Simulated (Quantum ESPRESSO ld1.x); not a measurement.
Q: These are the eigenvalues of the occupied orbitals of an atom or ion with whole-number occupations (hartree). Method: scalar-relativistic Kohn-Sham, PBE, spin-unpolarised, spherical densities, point nucleus; computed with ld1.x of Quantum ESPRESSO 7.5.

| orbital | eigenvalue |
|---|---|
| 1s | -236.945 |
| 2s | -27.9866 |
| 2p | -23.8074 |
| 3s | -3.81097 |
| 3p | -2.66173 |
| 3d | -0.89367 |

Which element is it, and in what charge state? The configuration may be excited.

A: Z = 25, manganese, charge +2: Mn2+ in [Ar] 3d5. The list shows which subshells hold electrons but not how many an open one holds; the 1s level, -236.95 hartree, gives Z - s = 21.8 by -(Z - s)^2/2, which with screening and relativity narrows Z to a few neighbours, and the depths of the outer levels then fix element, charge and occupations together.
